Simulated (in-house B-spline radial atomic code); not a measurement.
# Ionising Rh6+ with different functionals

Computed with an all-electron radial atomic-structure program (B-spline basis): scalar-relativistic (spin-free X2C) Hamiltonian, Fermi nucleus of rms radius 4.4945 fm, spin-polarised at highest spin, spherical fractional occupations for the functionals, and exact exchange of hybrids averaged over the configuration. The ionisation energy is the difference of two self-consistent energies, [Kr] 4d3 → [Kr] 4d2, without Breit or QED terms; ε is the level of the shell that loses the electron (its least bound occupied spin orbital). There is no spin-orbit coupling in this Hamiltonian.

```tsv
method	rung	ΔSCF (eV)	-ε(4d) (eV)
PBE0	global hybrid	?	?
B3LYP	global hybrid	98.16	91.22
TPSSh	global hybrid	98.15	90.30
BHandHLYP	global hybrid	98.00	93.94
r2SCAN0	global hybrid	98.32	91.98
B97-1	global hybrid	98.02	91.17
HSE06	range-separated hybrid	98.19	91.35
wB97X	range-separated hybrid	97.89	94.09
CAM-B3LYP	range-separated hybrid	98.11	93.16
LC-wPBE	range-separated hybrid	?	?
```

What does LC-wPBE give?

ΔSCF 98.24 eV, and -ε(4d) = 94.65 eV.

What does PBE0 give?

ΔSCF 98.23 eV, and -ε(4d) = 91.80 eV.

Among the functionals, which spreads more, the ΔSCF values or the orbital energies?

The orbital energies: ΔSCF values span about 0.43 eV and the orbital energies 4.36 eV; here energy differences depend much less on the functional than eigenvalues do.

How do they compare with the NIST value?

NIST lists 97 eV ± 2 (tabulated theory, ground level to ground level). Errors run from +0.89 to +1.32 eV; all lie within about twice that uncertainty, so the table can't rank the methods.
